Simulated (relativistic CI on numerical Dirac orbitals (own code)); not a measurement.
**What each ingredient does to the levels of Ir XXVI**

Base calculation: Dirac-Coulomb-Breit CI, KLI orbitals optimised for each configuration, model QED, unscaled Slater integrals.

Configurations in the expansion (outside the closed core [Ar] 3d10 4p6): 4s²4d¹⁰4f⁶, 4s²4d¹⁰4f⁵5s, 4s²4d⁹4f⁷, 4s²4d¹⁰4f⁴5s², 4s²4d¹⁰4f⁵5p, 4s²4d¹⁰4f⁴5s5p, 4s²4d¹⁰4f⁴5p², 4s²4d¹⁰4f⁵6p, 4d¹⁰4f⁸. Levels of other configurations are missing.

Variants: (1) P86 correlation estimate; (2) QED terms removed; (3) only the first 3 configurations. Shifts of the energy above 4s²4d¹⁰4f⁶ ⁷F0, in cm⁻¹, for the lowest level and the first level of each name with at least 55 % of one term (blank where a level changes its place among those of its configuration and J or its character, or is not in the variant):

```
          Level      Base  Δ(1)    Δ(2)    Δ(3)
 4s²4d¹⁰4f⁶ ⁷F0       0.0   0.0     0.0     0.0
 4s²4d¹⁰4f⁶ ⁷F1    9984.9  -0.3   -95.9   -63.1
 4s²4d¹⁰4f⁶ ⁷F2   19497.6  -0.5  -161.4   -99.4
 4s²4d¹⁰4f⁶ ⁷F3   27664.9  -0.6  -202.4  -115.9
 4s²4d¹⁰4f⁶ ⁷F4   34576.1  -0.7  -227.7  -120.1
 4s²4d¹⁰4f⁶ ⁷F5   40115.7  -0.6  -238.3  -113.5
 4s²4d¹⁰4f⁶ ⁷F6   43336.1  -0.5  -217.7   -86.5
 4s²4d¹⁰4f⁶ ⁵D2   79230.5  +0.2  -232.4   +22.9
 4s²4d¹⁰4f⁶ ⁵L7   83756.8  -0.5  -185.3   -91.5
 4s²4d¹⁰4f⁶ ⁵L8   92474.6  -0.6  -227.7  -111.1
 4s²4d¹⁰4f⁶ ⁵D3   93206.0  +0.2  -236.3   +14.4
4s²4d¹⁰4f⁶ ⁵L10   95347.4  -0.5  -212.2   -95.9
 4s²4d¹⁰4f⁶ ⁵L9   97633.1  -0.6  -251.4  -117.0
 4s²4d¹⁰4f⁶ ⁵F1  113940.9  +0.1  -234.6    +6.0
```

At this charge energies of transitions that change n are usually good to better than 1 %, and those within a shell (Δn = 0) to a few per cent. Terms inside the open d or f shell come out 10 to 20 % too wide with unscaled integrals.

Ionisation energy from the two ground configurations alone: base 799.835 eV; P86 correlation estimate 801.867 eV. The NIST ASD value (theoretical) is 820 eV. The gap of more than 2 % comes from missing correlation, or from a tabulated value that is itself an estimate.

LS names give the leading component of a level, which can be under half, so a name can repeat, a term be missing and a line seem to break the LS rules.
